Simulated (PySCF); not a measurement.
NMR data simulated for an unnamed compound:

1H NMR (600 MHz, computed): δ 8.05 (m, 1H), 4.68 (m, 3H), 4.15 (s, 3H), 3.37 (s, 1H).

13C{1H} NMR (computed): δ 164.7 (C), 150.7 (CH), 133.9 (C), 94.4 (CH), 80.2 (C), 38.7 (CH3).

Level of theory: NMR shieldings at PBE0/pcSseg-1/GIAO, GFN2-xTB structure, in PySCF (no solvent model, non-relativistic Hamiltonian, equivalent nuclei averaged, a single conformation).

Chemical shifts δ = σref − σ; TMS for 1H (σref 31.72) and 13C (σref 186.93), all at this level.

Q: Which of these does the molecule contain: a C≡C triple bond, a benzene ring, a carboxylic acid, an N-methyl group, a heteroaromatic ring, a Si–CH3 group?

A: 
- A C≡C triple bond: yes (δC 94.4, 80.2; δH 3.37 (s)).
- A benzene ring: no.
- A carboxylic acid: no.
- An N-methyl group: yes (δC 38.7; δH 4.15 (s)).
- A heteroaromatic ring: yes.
- A Si–CH3 group: no.

The data belong to SMILES C#Cc1cpc([SiH3])n1C, C₆H₈NPSi; they needn't prove each group on their own.

Carbon signals by region: 1 in the far downfield region (above 160 ppm), 2 in the sp2 and nitrile region (100–160 ppm), 2 at 50–100 ppm, 1 below 50 ppm. Above 160 ppm: 164.7, substituted aromatic carbon next to a ring nitrogen.

Splittings by 31P in the carbon and heteronuclear signals aren't shown, as no couplings were computed. Shifts are as computed. Against solution values, carbons near 30 ppm lie about +3 ppm off and those near 130 ppm about +5 ppm. Of 1211 compounds with measured shifts, 218 miss one by over three times the rms of a fit or turn the order of signals round; such compounds aren't used in these exercises. Multiplicities follow the n + 1 count of equivalent neighbours, as no J values were calculated; m marks all less simple cases, F and P coupling included.
